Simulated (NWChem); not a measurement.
Species: CH₅BeN; SMILES [Be]([NH2])[CH3]

```xyz
8

Be    -0.0057     0.0678     0.0014
C     -0.0016    -1.6113    -0.0017
H     -0.5042    -2.0418     0.8818
H      1.0271    -2.0154     0.0001
H     -0.4982    -2.0343    -0.8924
N     -0.0001     1.5723    -0.0002
H     -0.8217     2.1678     0.0003
H      0.8262     2.1614    -0.0063
```
Atoms are numbered in this order, from 1.

Computed with NWChem. Pople sets run with spherical d functions. STO-3G and 3-21G are far too small for this property and stand as cheap habits. The geometry was optimised at PBE0/def2-SVP. GIAO values for the isolated, static molecule; σ is the absolute isotropic shielding, δ = σ(reference) − σ with the isolated reference molecule computed at the same levels (13C: tetramethylsilane, 1H: tetramethylsilane, 15N: ammonia).

| level | σ Be1 (ppm) | δ C2 (ppm) | δ H3 (rotor mean) (ppm) | δ N6 (ppm) | δ H7 (ppm) | δ H8 (ppm) |
|---|---|---|---|---|---|---|
| Hartree-Fock/STO-3G | 98.0 | -9.1 | 0.16 | -2.1 | 1.25 | 1.25 |
| Hartree-Fock/6-31G* | 101.7 | -12.9 | -0.62 | 15.4 | 0.38 | 0.38 |
| PBE0/pcSseg-2 | ___ | ___ | ___ | ___ | ___ | ___ |
| B3LYP/6-31G* | 96.6 | -14.9 | -0.66 | 22.2 | 0.36 | 0.37 |
| PBE0/pcSseg-1 | 88.9 | -19.0 | -0.66 | 27.6 | 0.81 | 0.81 |

### Question
Some entries are withheld; supply them.

### Answer

- PBE0/pcSseg-2, σ Be1 (ppm): 86.4
- PBE0/pcSseg-2, δ C2 (ppm): -20.6
- PBE0/pcSseg-2, δ H3 (rotor mean) (ppm): -0.74
- PBE0/pcSseg-2, δ N6 (ppm): 23.7
- PBE0/pcSseg-2, δ H7 (ppm): 0.71
- PBE0/pcSseg-2, δ H8 (ppm): 0.72
